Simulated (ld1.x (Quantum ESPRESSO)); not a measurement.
# Before and after: TM potential for chlorine

ld1.x (Quantum ESPRESSO) 7.5 input, shortened:

```
&input
   title='Cl', zed=17., rel=1, dft='PBE', iswitch=3,
   config='[Ne] 3s2 3p5 3d-2'
 /
 &inputp
   pseudotype=2, tm=.true., lloc=2,
   nlcc=.true.
 /
3
3S  1  0   2.00   0.00  1.30  1.30  0.0
3P  2  1   5.00   0.00  1.00  1.00  0.0
3D  3  2  -2.00   0.05  1.35  1.35  0.0
 &test
   configts(1)='3s2 3p5'
 /
```

Change: wave 3s (bound): rc 1.30 bohr becomes 3s (bound): rc 1.08 bohr.

Cutoffs: the cutoffs (Ry, on a coarse ladder) from which the occupation-weighted sum of valence levels, in a spherical-Bessel basis at the reference potential, stays within 10 and 1 mRy of its value at 400 Ry; they do not see the model core or the augmentation charge, which bear on the density cutoff. Errors are all-electron minus pseudo energies relative to the spin-unpolarised reference configuration.

Task: What does the change do?

Result: The potential gets neither clearly harder nor softer (120 Ry and 200 Ry → 120 Ry and 230 Ry); the p channel sets the loose cutoff, while the largest relative change is in s, which becomes harder; the errors of the 7 common tests hardly move; neither file shows a bound ghost.

| quantity | base | changed |
| --- | --- | --- |
| cutoff, loose | 120 Ry | 120 Ry |
| cutoff, tight | 200 Ry | 230 Ry |
| loose cutoff by channel (10 mRy a level) | s 30 Ry, p 100 Ry | s 50 Ry, p 100 Ry |
| bound ghosts | none | none |
| error for 3s2 3p4, meV [ΔE 13.88 eV] | +6.6 | +7.0 |
| error for 3s2 3p3, meV [ΔE 39.32 eV] | +41 | +44 |
| error for 3s2 3p2, meV [ΔE 77.63 eV] | +130 | +143 |
| error for 3s2 3p4.5, meV [ΔE 5.58 eV] | +1.2 | +1.2 |
| error for 3s2 3p1, meV [ΔE 129.87 eV] | +304 | +343 |
| error for 3s1 3p5, meV [ΔE 26.58 eV] | +14 | +13 |
| error for 3s2 3p5.3, meV [ΔE -2.14 eV] | +0.4 | +0.4 |
| s: phases at 1.51 bohr within 0.05 rad from the reference energy up to (Ry; the scan ends near 5) | 1.1 | 0.8 |
| p: phases at 1.51 bohr within 0.05 rad from the reference energy up to (Ry; the scan ends near 5) | 4.6 | 4.6 |
| d: phases at 1.51 bohr within 0.05 rad from the reference energy up to (Ry; the scan ends near 5) | to the end of the scan | to the end of the scan |
